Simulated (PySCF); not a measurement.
# J couplings in C6H14O

Molfile (atoms numbered from 1):
```
C6H14O
     RDKit          3D

 21 20  0  0  0  0  0  0  0  0999 V2000
   -3.4844   -0.0392    0.1763 C   0  0  0  0  0  0  0  0  0  0  0  0
   -2.1256    0.5443   -0.1763 C   0  0  0  0  0  0  0  0  0  0  0  0
   -0.9618   -0.3619    0.2005 C   0  0  0  0  0  0  0  0  0  0  0  0
    0.4029    0.2138   -0.1487 C   0  0  0  0  0  0  0  0  0  0  0  0
    1.5641   -0.6929    0.2292 C   0  0  0  0  0  0  0  0  0  0  0  0
    2.9264   -0.1126   -0.1120 C   0  0  0  0  0  0  0  0  0  0  0  0
    3.9878   -0.9790    0.1848 O   0  0  0  0  0  0  0  0  0  0  0  0
   -3.5695   -0.2280    1.2587 H   0  0  0  0  0  0  0  0  0  0  0  0
   -4.3050    0.6366   -0.1084 H   0  0  0  0  0  0  0  0  0  0  0  0
   -3.6516   -0.9999   -0.3370 H   0  0  0  0  0  0  0  0  0  0  0  0
   -2.0824    0.7571   -1.2593 H   0  0  0  0  0  0  0  0  0  0  0  0
   -1.9996    1.5214    0.3230 H   0  0  0  0  0  0  0  0  0  0  0  0
   -1.0838   -1.3405   -0.2985 H   0  0  0  0  0  0  0  0  0  0  0  0
   -1.0018   -0.5754    1.2845 H   0  0  0  0  0  0  0  0  0  0  0  0
    0.4421    0.4252   -1.2328 H   0  0  0  0  0  0  0  0  0  0  0  0
    0.5227    1.1933    0.3494 H   0  0  0  0  0  0  0  0  0  0  0  0
    1.4669   -1.6705   -0.2736 H   0  0  0  0  0  0  0  0  0  0  0  0
    1.5260   -0.9030    1.3152 H   0  0  0  0  0  0  0  0  0  0  0  0
    2.9827    0.0860   -1.1951 H   0  0  0  0  0  0  0  0  0  0  0  0
    3.0454    0.8714    0.3888 H   0  0  0  0  0  0  0  0  0  0  0  0
    3.9568   -1.1699    1.1279 H   0  0  0  0  0  0  0  0  0  0  0  0
  1  2  1  0
  2  3  1  0
  3  4  1  0
  4  5  1  0
  5  6  1  0
  6  7  1  0
  1  8  1  0
  1  9  1  0
  1 10  1  0
  2 11  1  0
  2 12  1  0
  3 13  1  0
  3 14  1  0
  4 15  1  0
  4 16  1  0
  5 17  1  0
  5 18  1  0
  6 19  1  0
  6 20  1  0
  7 21  1  0
M  END
```

Method: B3LYP/pcJ-1 (without the spin–dipole term)//PBE0-D3(BJ)/def2-SVP, PySCF 2.14; isolated molecule, single conformer, non-relativistic. Couplings are averaged over pairs made equivalent by symmetry, fast rotation or ring inversion, so a value needn't be that of the named pair in this geometry, while other rotamers aren't included; one pair stands for each set, and the list holds a selection of those of at least 1.5 Hz over up to four bonds, among pairs with at least one C or H atom (others weren't computed).

Isotopes: ¹³C, ¹H, ¹⁷O. Couplings to quadrupolar nuclei such as 17O and 33S are rarely resolved in practice.

```csv
pair,bonds,J (Hz)
"C1, C2",1,?
"C1, H8",1,131.5
"C2, C3",1,36.7
"C2, H11",1,129.6
"C3, C4",1,37.5
"C3, H13",1,?
"C4, C5",1,36.4
"C4, H15",1,?
"C5, C6",1,37.4
"C5, H17",1,129.7
"C6, O7",1,20.4
"C6, H19",1,143.4
"O7, H21",1,-70.4
"C1, H11",2,?
"C3, H15",2,-3.8
"C4, C6",2,?
"C4, H13",2,-3.6
"C6, H21",2,-3.0
"H15, H16",2,-14.3
"C1, H13",3,2.7
"C3, H17",3,2.6
"C5, H13",3,?
"H15, H17",3,4.2
"H15, H18",3,?
"H17, H19",3,?
"H19, H21",3,9.6
```

Question: Estimate the withheld couplings, with signs.

Answer: 
- ¹J(C1,C2) = 37.2 Hz (bond length 1.520 Å)
- ¹J(C3,H13) = 129.1 Hz (bond length 1.105 Å, sp3 carbon)
- ¹J(C4,H15) = 128.3 Hz (bond length 1.105 Å, sp3 carbon)
- ²J(C1,H11) = -3.5 Hz (angle at C2 110°)
- ²J(C4,C6) = 2.1 Hz (angle at C5 114°)
- ³J(C5,H13) = 2.4 Hz (dihedral angle 58°)
- ³J(H15,H18) = 15.0 Hz (dihedral angle 180°)
- ³J(H17,H19) = 5.2 Hz (dihedral angle 64°)
